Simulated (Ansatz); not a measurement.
Cartesian coordinates in Å:
```
C -1.411 -1.317 1.822
C -0.859 -1.007 0.798
Ge 0.001 -0.540 -0.827
C 0.860 1.136 -0.600
C 1.409 2.200 -0.471
H -1.899 -1.589 2.731
H 1.051 -1.602 -1.164
H -1.047 -0.423 -1.936
H 1.894 3.142 -0.354
```

Total charge 0; spin multiplicity 1.

Question: List the PBE/def2-TZVPP orbital energies in eV (the Gaussian-basis code of Ansatz). (An estimate is asked.)

Answer: Ansatz gave: Occupied: -10805.12, -1338.44, -1191.86, -1191.86, -1191.85, -269.17, -269.17, -269.06, -269.06, -163.05, -114.51, -114.49, -114.46, -30.35, -30.33, -30.30, -30.25, -30.25, -18.64, -18.44, -15.16, -13.40, -12.92, -10.18, -9.56, -9.11, -7.25, -7.18, -7.05, -6.96. Lowest empty: -1.09, -1.09, -0.66, -0.27, 0.30, 1.13, 1.41, 1.71.
